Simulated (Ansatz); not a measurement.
Strength of the Ga–H bond: GaH(SH)2 → Ga(SH)2 + H

Species: GaH(SH)2, singlet; Ga(SH)2, doublet; H atom, doublet. 

Shapes, held fixed at every level: PBE0-D4/def2-TZVP. Flexible molecules stand in one conformer, not always the lowest. Programs: Ansatz 0.2.0. Electronic energies: no zero-point or thermal term.

```json
{"level": "PBE-D4/def2-TZVPP", "kind": "GGA", "ΔE (kJ/mol)": "+325.5", "less CCSD(T)/def2-TZVPP": "-22.3", "CPU time (sum over the molecules)": "12 s"}
{"level": "r2SCAN-D4/def2-TZVPP", "kind": "meta-GGA", "ΔE (kJ/mol)": "+334.1", "less CCSD(T)/def2-TZVPP": "-13.7", "CPU time (sum over the molecules)": "25 s"}
{"level": "B3LYP-D4/def2-TZVPP", "kind": "global hybrid", "ΔE (kJ/mol)": "+338.1", "less CCSD(T)/def2-TZVPP": "-9.7", "CPU time (sum over the molecules)": "24 s"}
{"level": "PBE0-D4/def2-TZVPP", "kind": "global hybrid", "ΔE (kJ/mol)": "+331.7", "less CCSD(T)/def2-TZVPP": "-16.1", "CPU time (sum over the molecules)": "16 s"}
{"level": "wB97M-V/def2-TZVPP", "kind": "range-separated hybrid", "ΔE (kJ/mol)": "+345.5", "less CCSD(T)/def2-TZVPP": "-2.3", "CPU time (sum over the molecules)": "54 s"}
{"level": "wB97X-V/def2-TZVPP", "kind": "range-separated hybrid", "ΔE (kJ/mol)": "+352.6", "less CCSD(T)/def2-TZVPP": "+4.8", "CPU time (sum over the molecules)": "39 s"}
{"level": "CCSD/def2-TZVPP", "kind": "coupled cluster or CI", "ΔE (kJ/mol)": "+347.8", "less CCSD(T)/def2-TZVPP": "0.0", "CPU time (sum over the molecules)": "–"}
{"level": "CCSD(T)/def2-TZVPP", "kind": "coupled cluster or CI", "ΔE (kJ/mol)": "+347.8", "less CCSD(T)/def2-TZVPP": "0.0", "CPU time (sum over the molecules)": "26 s"}
```

The highest level, CCSD(T)/def2-TZVPP, gives ΔE = +347.8 kJ/mol; the levels span +325.5 to +352.6. The column of differences is taken from that level and isn't an error. No measured value is set beside it here. Open shells run unrestricted unless RO is named. Relativity is left out for Ga unless named. Correlated rows may include outer-core shells of Ga, which these sets cover unevenly. Times are processor times on shared x86 and Arm servers, and rough.
